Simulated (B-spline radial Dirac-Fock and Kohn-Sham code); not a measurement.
Two-hole binding energies of Pt⁶⁺

System: platinum as Pt⁶⁺, [Xe] 4f14 5d4.

These are calculated numbers from a B-spline atomic structure program; the model is Dirac-Fock ΔSCF + Breit + QED. U is the two-hole binding energy less the two single-hole energies, the effective repulsion of the holes after relaxation. Each two-hole energy is an average over J within one jj subconfiguration.

| holes | E(a) (eV) | E(b) (eV) | E(ab) (eV) | U (eV) |
| --- | --- | --- | --- | --- |
| 1s⁻¹ 3p1/2⁻¹ | 78491.7 | 3132.5 | 81762.9 | 138.7 |
| 1s⁻¹ 3d5/2⁻¹ | 78491.7 | 2223.6 | 80823.5 | 108.2 |
| 2s⁻¹ 3p1/2⁻¹ | 13989.1 | 3132.5 | 17227.5 | 105.9 |
| 2s⁻¹ 3d3/2⁻¹ | 13989.1 | 2304.0 | 16402.6 | 109.5 |
| 2s⁻¹ 3d5/2⁻¹ | 13989.1 | 2223.6 | 16318.1 | 105.4 |
| 2p1/2⁻¹ 3p3/2⁻¹ | 13374.9 | 2752.4 | 16229.2 | 101.9 |
| 2p1/2⁻¹ 3d3/2⁻¹ | 13374.9 | 2304.0 | 15787.2 | 108.3 |
| 2p3/2⁻¹ 3d5/2⁻¹ | 11665.6 | 2223.6 | 13993.5 | 104.4 |
| 3p3/2⁻² | 2752.4 | 2752.4 | 5574.5 | 69.8 |
| 3d3/2⁻¹ 3d5/2⁻¹ | 2304.0 | 2223.6 | 4610.6 | 83.0 |
| 4f5/2⁻² | 172.6 | 172.6 | ? | ? |
| 5p1/2⁻² | 161.7 | 161.7 | 344.9 | 21.5 |
| 5p1/2⁻¹ 5p3/2⁻¹ | 161.7 | 145.5 | 326.8 | 19.6 |
| 5p3/2⁻² | 145.5 | 145.5 | 310.5 | 19.5 |

Q: Give the missing two-hole energy and U.

A: E(ab) = 377.6 eV and U = 32.5 eV.
